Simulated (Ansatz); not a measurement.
## GeSiH3ClO (SMILES [SiH3][O][Ge][Cl]): the energy, rung by rung

The species is GeSiH3ClO (7 atoms), meant as a singlet with charge 0. As SMILES, `[SiH3][O][Ge][Cl]`. The shape was relaxed beforehand at PBE0/def2-SVP. This is one conformer, not always the lowest.

| atom | x (Å) | y (Å) | z (Å) |
| --- | --- | --- | --- |
| Si | 0.1834 | 0.6730 | -0.6157 |
| O | 0.4346 | -0.9750 | -0.4064 |
| Ge | 0.0793 | -2.2394 | 0.7815 |
| Cl | -0.9940 | -0.9996 | 2.2819 |
| H | 0.7985 | 1.0507 | -1.9196 |
| H | -1.2764 | 0.9782 | -0.6494 |
| H | 0.8360 | 1.4441 | 0.4820 |

Quantity: the dissociation energy of the Cl4–Ge3 bond into doublet Cl and doublet GeSiH3O (shapes relaxed at PBE0/def2-SVP, no zero-point term), in eV. The values are calculated.

| level | kind | program | value (eV) | less CCSD(T)/def2-SVP | CPU time (all runs) |
| --- | --- | --- | --- | --- | --- |
| HF/def2-SVP | Hartree–Fock | Ansatz | 3.09 | -0.91 | 5.1 s |
| PBE/def2-SVP | GGA | Ansatz | 4.50 | +0.50 | 8.4 s |
| B3LYP/def2-SVP | global hybrid | Ansatz | 4.22 | +0.22 | 11 s |
| wB97M-V/def2-SVP | range-separated hybrid | Ansatz | 4.45 | +0.45 | 46 s |
| MP2/def2-SVP | perturbation theory | Ansatz | 4.15 | +0.15 | 5.9 s |
| CCSD(T)/def2-SVP | coupled cluster or CI | Ansatz | 4.00 | 0.00 | 22 s |

Differences are taken from CCSD(T)/def2-SVP for orientation; it has basis-set and higher-order errors of its own. All-electron rows without a relativistic Hamiltonian named are non-relativistic. The values span 3.09 to 4.50 eV. Hartree–Fock misses the correlation of the electron pair that is broken and comes out low. Measured bond enthalpies also hold zero-point and thermal terms, a few tenths of an eV less. In the correlated wave-function rows the outer d shell of Ge is correlated, in sets not made for it. In so small a basis fixed costs decide the times, and correlated methods can beat functionals. CPU times are rough (shared hosts, several kinds of processor and program).
